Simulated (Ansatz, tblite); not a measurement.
Cost and result up the ladder for Si₁₆OH₂₈ (45 atoms). Total charge 0; singlet. Geometry: PBE-D4/def2-SVP.

```
atom   x (Å)   y (Å)   z (Å)
 Si1  -2.099  -1.278  -3.223
 Si2   2.784   2.123  -1.977
 Si3   1.306   2.853   1.237
  O4  -0.586   1.264  -1.461
 Si5   0.866  -3.076  -1.245
 Si6   1.308  -1.463   0.427
 Si7  -0.186  -1.652   2.246
 Si8  -2.727  -3.604  -0.134
 Si9   1.903   1.160   4.113
Si10   0.804   1.017  -2.588
Si11  -2.189   0.803  -2.133
Si12  -1.361  -3.147  -1.996
Si13  -0.643   1.941   0.283
Si14   2.121   3.963  -0.672
Si15   2.962   1.351   1.994
Si16  -2.423  -2.005   1.567
Si17  -0.188   0.103   3.840
 H18  -3.560  -1.453  -3.577
 H19  -1.338  -1.098  -4.510
 H20   3.346   2.440  -3.344
 H21   3.676   1.148  -1.266
 H22   0.500   3.891   2.016
 H23   1.801  -2.911  -2.420
 H24   1.108  -4.449  -0.662
 H25   1.217  -0.109  -0.234
 H26   2.727  -1.698   0.856
 H27   0.226  -2.947   2.909
 H28  -4.173  -3.686  -0.556
 H29  -2.301  -4.962   0.365
 H30   1.580   2.389   4.943
 H31   2.666   0.235   5.040
 H32   0.198   1.604  -3.839
 H33   0.848  -0.474  -2.778
 H34  -2.558   1.947  -3.034
 H35  -3.078   0.784  -0.929
 H36  -1.515  -4.265  -3.005
 H37  -1.744   2.949   0.049
 H38  -1.282   0.748   0.931
 H39   1.136   4.749  -1.507
 H40   3.323   4.831  -0.402
 H41   3.813   2.581   2.388
 H42  -3.045  -0.718   1.080
 H43  -3.217  -2.445   2.774
 H44  -1.228   1.090   3.350
 H45  -0.778  -0.526   5.082
```

Ansatz on 2 threads of AMD EPYC 7R13 on a shared host and a share (18 GiB) of an NVIDIA H100 80GB HBM3; xTB runs through tblite on one thread. Times are rough, summed over both states, and most runs start from the orbitals of an earlier one. No level here is sound enough to serve as a yardstick. The other state is a doublet.

The xTB rows come from tblite. Correlated methods freeze 81 core orbitals. Single mean-field runs in def2-TZVP are fitted with def2-universal-jkfit.

Correlated methods converge slowly with the basis.

Raw xTB energies of ions are shifted by several eV.

```json
{"level": "GFN1-xTB", "functions": "204", "wall time": "0.55 s", "vertical IE (eV)": "11.46", "remarks": "–"}
{"level": "GFN2-xTB", "functions": "176", "wall time": "0.66 s", "vertical IE (eV)": "9.69", "remarks": "–"}
{"level": "r2SCAN0-D4/def2-TZVP", "functions": "791", "wall time": "44 s", "vertical IE (eV)": "6.46", "remarks": "restricted singlet, untested (singlet)"}
{"level": "r2SCAN-D4/def2-TZVP", "functions": "791", "wall time": "48 s", "vertical IE (eV)": "6.44", "remarks": "restricted singlet, untested (singlet)"}
{"level": "PBE-D4/def2-TZVP", "functions": "791", "wall time": "50 s", "vertical IE (eV)": "6.53", "remarks": "restricted singlet, untested (singlet)"}
{"level": "PBE-QIDH/def2-TZVP", "functions": "791", "wall time": "54 s", "vertical IE (eV)": "6.55", "remarks": "restricted singlet, untested (singlet)"}
{"level": "PBE0-D4/def2-TZVP (with forces)", "functions": "791", "wall time": "56 s", "vertical IE (eV)": "6.53", "remarks": "restricted singlet, untested (singlet)"}
{"level": "r2SCANh-D4/def2-TZVP (with forces)", "functions": "791", "wall time": "61 s", "vertical IE (eV)": "6.45", "remarks": "restricted singlet, untested (singlet)"}
```
